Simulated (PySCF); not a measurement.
**HgH⁺: energy against distance**

Set-up: basis Hg def2-TZVP with ECP60, H def2-TZVP; scalar-relativistic core potentials; PySCF 2.14. Energies in eV from Hg⁺ + H in their ground configurations at the same level. State: ¹Σ⁺ (singlet), closed shell.

Curves on a restricted Hartree–Fock reference rise too fast on stretching and do not dissociate correctly.

```
R (Å)   ωB97X     RHF
1.380  -2.033  -0.577
1.444  -2.343  -0.918
1.509  -2.520  -1.123
1.557  -2.586  -1.206
1.605  -2.607  -1.242
1.653  -2.591  -1.238
1.717  -2.524  -1.184
1.798  -2.387  -1.058
1.894  -2.170  -0.846
2.022  -1.830  -0.504
```

Q: Put a parabola through the three lowest points of the ωB97X curve and estimate Re, k and ωe (reduced mass 1.003 u; 1 eV/Å² = 0.16022 mdyn/Å; ωe = 1302.8·√(k/μ) cm⁻¹).

A: Through R = 1.557, 1.605, 1.653 Å the second-order coefficient is 8.03 eV/Å², so Re ≈ 1.608 Å, k ≈ 2.57 mdyn/Å and ωe ≈ 2087 cm⁻¹. A polynomial fit of higher order to the unrounded ωB97X energies gives Re = 1.606 Å, k = 2.52 mdyn/Å, ωe = 2065 cm⁻¹; anharmonicity and rounding make the difference.

The higher-order fit for each curve: ωB97X: Re = 1.606 Å, ωe = 2065 cm⁻¹, De = 2.61 eV; RHF: Re = 1.623 Å, ωe = 2058 cm⁻¹, De = 1.24 eV.

Spin–orbit coupling is left out. For an ion De counts to the pair picked by the measured ionisation energies or electron affinities, which need not be the lowest pair at this level. Where the molecule has an RHF reference, its open-shell atoms are computed with UHF.
